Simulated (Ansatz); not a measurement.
NiH2(PH3)2 (NiP₂H₈), relaxed as a singlet with RKS PBE-D4/def2-SVP in Ansatz, starting from the GFN2-xTB geometry. Force threshold 0.02 eV/Å.

In the singlet, H2 and H3 lie 0.98 Å apart (atoms count from 1), so these atoms are partly bonded to each other.

Start:

```
atom   x (Å)   y (Å)   z (Å)
 Ni1  -0.743   0.464   0.480
  H2  -1.890   0.288   1.306
  H3  -1.327   1.725   0.786
  P4   0.841   1.348  -0.707
  H5   1.817   0.613  -1.368
  H6   1.740   2.235  -0.139
  H7   0.560   2.155  -1.796
  P8  -0.339  -1.664   0.377
  H9  -1.273  -2.543  -0.144
 H10  -0.113  -2.404   1.524
 H11   0.729  -2.216  -0.320
```

Question: Estimate the energy that the relaxation releases and the steps that it takes.

Answer: 37.0 kJ/mol, in 9 steps; 13 s on 4 threads of Arm Neoverse V1 on a shared host. No frequencies were taken in this run, so the end may be a saddle point.

Question: Does the start keep its bonding?

Answer: By distances, no bond broke or formed. The bond that changes most is Ni1–H3, from 1.42 to 1.54 Å (atoms count from 1). A close non-bonded pair moves further: H2–H3, from 1.63 to 0.98 Å.

Question: Predict the relaxed structure.

Answer: 
Cartesian coordinates in Å:
```
Ni -0.5706 0.3568 0.3704
H -1.8258 0.6062 1.2347
H -1.4873 1.4685 0.9257
P 0.8811 1.3974 -0.7338
H 1.9590 0.7625 -1.4575
H 1.7375 2.3771 -0.1099
H 0.5159 2.2628 -1.8292
P -0.3489 -1.7314 0.3848
H -1.3916 -2.6018 -0.1025
H -0.1765 -2.4585 1.6193
H 0.7072 -2.4398 -0.3019
```
Bond lengths: 2 × Ni–P 2.10 Å; 6 × H–P 1.44 to 1.45 Å; 2 × H–Ni 1.54 Å.
